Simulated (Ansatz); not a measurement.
```xyz
17

C    -0.0028    0.0056    0.0078
C     0.8878    0.8765    0.8894
C     0.8903   -0.8915   -0.8859
C    -0.8884    0.8753   -0.8818
C    -0.8823   -0.8843    0.8741
H     0.2736    1.5239    1.5350
H     1.5331    0.2821    1.5408
H     1.5240    1.5318    0.2770
H     0.2703   -1.5304   -1.5417
H     1.5391   -0.2693   -1.5395
H     1.5415   -1.5278   -0.2731
H    -1.5290    0.2780   -1.5420
H    -1.5382    1.5284   -0.2824
H    -0.2698    1.5402   -1.5389
H    -1.5274   -1.5328    0.2674
H    -0.2797   -1.5326    1.5425
H    -1.5340   -0.2843    1.5295
```

Basis set: cc-pVDZ (spherical functions). Correlated methods keep 5 orbitals frozen. Charge 0, multiplicity 1.

Computed with Ansatz (development build ahead of 0.2.0); each method stands on the lowest determinant of its kind that the runs found. Restricted open shells among the atoms or ions are ROHF, correlated in semicanonical orbitals with singles.

Task: Give the atomization energy at this shape (free ground-state atoms in the same class of orbitals less the molecule, no zero-point energy) of singlet C₅H₁₂ by RHF-MP2, RHF.

Result:

```csv
method,atomization energy
RHF-MP2,65.45 eV
RHF,52.87 eV
```
